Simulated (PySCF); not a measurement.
**SMILES [SiH2]1O[SiH2][SiH2]O1, H₆O₂Si₃**

Cartesian coordinates in Å; atom numbers follow the order of the lines, from 1:
```xyz
11

O    -1.3845    0.3311    0.0697
Si   -0.3798    1.4044    0.7752
O     1.0926    0.7494    0.5256
Si    1.3577   -0.6690   -0.2731
Si   -0.8908   -1.0502   -0.6844
H    -0.6423    1.4043    2.2017
H    -0.4550    2.6513    0.0379
H     2.2434   -0.2914   -1.3779
H     2.0652   -1.4977    0.7065
H    -1.4124   -0.9133   -2.0470
H    -1.5886   -2.1162    0.0399
```

Level of theory: GIAO B3LYP/aug-pcSseg-1 magnetisability, rotational g tensor and spin-rotation constants, non-relativistic, gas phase (PySCF). Geometry: GFN2-xTB.

Task: How diamagnetic is it, and how anisotropic?

Result: Isotropic -910 × 10⁻³⁰ J/T², or -54.8 × 10⁻⁶ cm³/mol; principal values -1034, -933, -764 × 10⁻³⁰ J/T², anisotropy 236 × 10⁻³⁰ J/T² (root of half the summed squared differences of the principal values). The susceptibility is in cgs units.

Task: Split it along the inertial axes a, b, c into diamagnetic and paramagnetic parts about the centre of mass, with the quadrupole moment.

Result: 
| axis | χ (10⁻⁶ cm³/mol) | diamagnetic (10⁻⁶ cm³/mol) | paramagnetic (10⁻⁶ cm³/mol) | summed x² of all electrons (Å²) | quadrupole Θ (D Å) |
| --- | --- | --- | --- | --- | --- |
| a | -62.3 | -466.2 | 403.9 | 102.4 | +6.45 |
| b | -46.0 | -520.1 | 474.1 | 89.7 | -5.45 |
| c | -56.2 | -815.0 | 758.8 | 20.2 | -1.00 |

Anisotropies 2χaa − χbb − χcc = -22.4 and 2χbb − χaa − χcc = +26.4 × 10⁻⁶ cm³/mol. Θ is traceless in Buckingham's convention.

Task: And the rotational g tensor?

Result: 
| axis | rotational constant (GHz) | g | nuclear part | electronic part |
| --- | --- | --- | --- | --- |
| a | 3.3558 | -0.0561 | 0.5807 | -0.6368 |
| b | 2.9045 | -0.0612 | 0.5858 | -0.6470 |
| c | 1.6488 | -0.0289 | 0.5589 | -0.5878 |

Asymmetric top; isotopes 1H, 16O, 28Si; no vibrational averaging.
